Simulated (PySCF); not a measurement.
**Löwdin shares of the frontier orbitals**

Compound: (KSH)4 cube, H4K4S4.
Cartesian coordinates in Å at the PBE0-D3(BJ)/def2-SVP level; atoms count from 1:
```xyz
12
H4K4S4 angstrom
K      2.155    1.290    0.886
S     -0.291    2.586   -0.452
K     -0.297    0.443   -2.655
S      2.109   -0.887   -1.287
K      0.305   -2.659    0.450
S      0.311   -0.462    2.598
K     -2.145    0.880    1.312
S     -2.103   -1.277   -0.872
H     -0.420    3.911   -0.651
H      3.232   -1.295   -1.910
H      0.451   -0.663    3.922
H     -3.192   -1.949   -1.291
```

Method used: PySCF, TDDFT CAM-B3LYP/def2-SVPD, vertical, gas phase, core orbitals frozen in the response.

Frontier orbitals with the atoms that hold most of them (Löwdin shares over 4%, at most four atoms):

| orbital | ε (eV) | atoms |
| --- | --- | --- |
| LUMO+2 | 0.21 | K7 45%, K3 32%, K5 11%, K1 7% |
| LUMO+1 | 0.21 | K5 54%, K3 21%, K1 14%, K7 6% |
| LUMO | -0.16 | K5 24%, K7 23%, K3 23%, K1 23% |
| HOMO | -6.79 | S4 32%, S8 30%, S2 16%, S6 5% |
| HOMO-1 | -6.80 | S6 26%, S4 23%, S8 18%, S2 15% |
| HOMO-2 | -6.82 | S2 31%, S6 31%, S8 13%, S4 9% |
| HOMO-3 | -7.14 | S4 22%, S2 20%, S8 20%, S6 18% |

Within 0.005 eV of a neighbour in this list lie LUMO+1/LUMO+2.

Task: How does S1 compare with the orbital gap of 6.63 eV?

Result: S1 is at 4.54 eV (f = 0.0001), 2.10 eV below the gap, made of HOMO→LUMO (72%). S1/S2 lie within about 0.01 eV of each other. 

Next come S2 at 4.54 eV (f 0.0000), HOMO-1→LUMO (72%); S3 at 4.56 eV (f 0.0000), HOMO-2→LUMO (72%); S4 at 4.78 eV (f 0.0001), HOMO-3→LUMO (32%), HOMO-4→LUMO (23%), HOMO-1→LUMO+1/LUMO+2 (≥9%); S5 at 4.78 eV (f 0.0006), HOMO-4→LUMO (32%), HOMO-3→LUMO (24%).

Orbitals of the list HOMO-3 to LUMO+2 that lie within 0.01 eV of each other are written together with a slash and their weights summed (≥ marks a lower bound); for degenerate orbitals outside that list single weights are arbitrary.

One conformer stands for the species.
